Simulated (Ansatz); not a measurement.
`C[SiH](F)F` → `[CH3]`• + `F[SiH]F`• at 500 K and 1 bar (homolysis of the C–Si bond).

Computed with Ansatz on PBE0-D4/def2-TZVP structures; ΔE is electronic, products minus reactants. CBS: MP2 limit from def2 TZ/QZ plus the TZ coupled-cluster correction, frozen cores. This one scheme is used for every species. No spin–orbit coupling; open shells (•) take unrestricted orbitals.

```tsv
species	CCSD(T)/CBS energy (Eh)	H − E (kJ/mol)	S (J/(mol·K))
`C[SiH](F)F`	-529.27654	171.3	356.1
`[CH3]`•	-39.78218	97.2	216.4
`F[SiH]F`•	-489.33046	57.8	301.4
```

H − E and S are ideal-gas, rigid-rotor, harmonic terms from PBE0-D4/def2-TZVP, with the whole ground term of open shells counted as degenerate. 1 Eh = 2625.50 kJ/mol, R = 8.31446 J/(mol·K).

By hand: ΔE, ΔH, ΔS and ΔG.

ΔE = (-39.78218) + (-489.33046) − (-529.27654) = 0.16390 Eh = 430.3 kJ/mol. Δ(H − E) = 97.2 + 57.8 − 171.3 = -16.3, so ΔH = 414.0 kJ/mol. ΔS = 216.4 + 301.4 − 356.1 = 161.7 J/(mol·K). ΔG = 414.0 − 500 × (161.7)/1000 = 333.1 kJ/mol.

By hand: the equilibrium constant, and the temperature at which ΔG would vanish if ΔH and ΔS stayed fixed.

log₁₀ K = −ΔG/(RT ln 10) = -34.8. ΔG = 0 at ΔH/ΔS = 2560 K, far beyond where these terms or the molecules hold.

The number of gas molecules changes by +1, which sets the sign of ΔS. A doubt of 5 kJ/mol in ΔE shifts log₁₀ K by 0.5 here. These are equilibria of isolated gas molecules and say nothing of rates. Largest T1 diagnostic: 0.014 (customary marks: 0.02 for closed shells, 0.045 for open ones).
